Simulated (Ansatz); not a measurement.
Geometry optimisation, RKS PBE0-D4/def2-SVP (Ansatz).

Input:

```yaml
crystal:
  periodic: [false, false, false]
  atoms:
    - { symbol: "N", position_ang: [-1.3206, 0.8121, 0.9105] }
    - { symbol: Ge, position_ang: [-0.5469, -0.8082, 0.7103] }
    - { symbol: O, position_ang: [-0.133, -1.0786, -1.0175] }
    - { symbol: Al, position_ang: [1.484, -0.0641, -1.2987] }
    - { symbol: Cl, position_ang: [1.2263, 2.021, -1.9668] }
    - { symbol: H, position_ang: [-0.6403, 1.5979, 0.7143] }
    - { symbol: H, position_ang: [-2.0436, 0.9348, 0.1325] }
    - { symbol: H, position_ang: [-1.5005, -1.8919, 1.1426] }
    - { symbol: H, position_ang: [0.7037, -0.8696, 1.6793] }
    - { symbol: H, position_ang: [2.8541, -0.7044, -1.0036] }
basis:
  gaussian: { orbitals: def2-SVP }
hamiltonian:
  xc: pbe0
  dispersion: d4
relax:
  f_tol: 0.02
  max_steps: 50
```

Launched with:

```bash
$ ansatz run input.yaml --threads 2 --pin off --max-ram 3072MiB --backend cpu --events-out ev --progress --plain --runs-dir out
```

Where does it end, and by what steps?

It converged. The force dipped under the threshold on the way, but the program's further checks kept it going. After 28 steps the energy has fallen by 1.074 eV; H10 moved furthest, 1.41 Å. Parted: Ge2–Al4.

```
step  energy less start (eV)  largest force component (eV/Å)  accepted
   0                  0.0000                           3.266       yes
   1                 -0.6253                           1.919       yes
   2                 -0.7692                           1.730       yes
   3                 -0.8672                           0.669       yes
   4                 -0.9251                           0.604       yes
   5                 -0.9793                           0.343       yes
   6                 -1.0220                           0.161       yes
   7                 -1.0333                           0.254       yes
   8                 -1.0129                           0.776        no
   9                 -1.0498                           0.056       yes
  10                 -1.0543                           0.073       yes
  11                 -1.0598                           0.123       yes
  12                 -1.0553                           0.480        no
  13                 -1.0650                           0.093       yes
  14                 -1.0675                           0.055       yes
  15                 -1.0717                           0.045       yes
  16                 -1.0720                           0.063       yes
  17                 -1.0725                           0.042       yes
  18                 -1.0727                           0.008       yes
  19                 -1.0729                           0.029       yes
  20                 -1.0730                           0.049       yes
  21                 -1.0729                           0.068        no
  22                 -1.0733                           0.030       yes
  23                 -1.0735                           0.033       yes
  24                 -1.0737                           0.054       yes
  25                 -1.0738                           0.039       yes
  26                 -1.0740                           0.016       yes
  27                 -1.0741                           0.008       yes
  28                 -1.0741                           0.018       yes
```

```xyz
10
Properties=species:S:1:pos:R:3
N -1.485 0.805 0.710
Ge -0.531 -0.719 0.993
O 0.712 -0.980 -0.263
Al 1.640 -0.152 -1.402
Cl 1.484 1.953 -1.487
H -0.940 1.661 0.660
H -2.133 0.780 -0.071
H -1.496 -1.909 0.913
H 0.215 -0.596 2.329
H 2.616 -0.895 -2.380
```

Whether the end is a true minimum wasn't checked by a vibrational analysis.

Run time: 2.2 min on 2 threads of Arm Neoverse V2, on a shared host, peak memory 0.33 GiB.
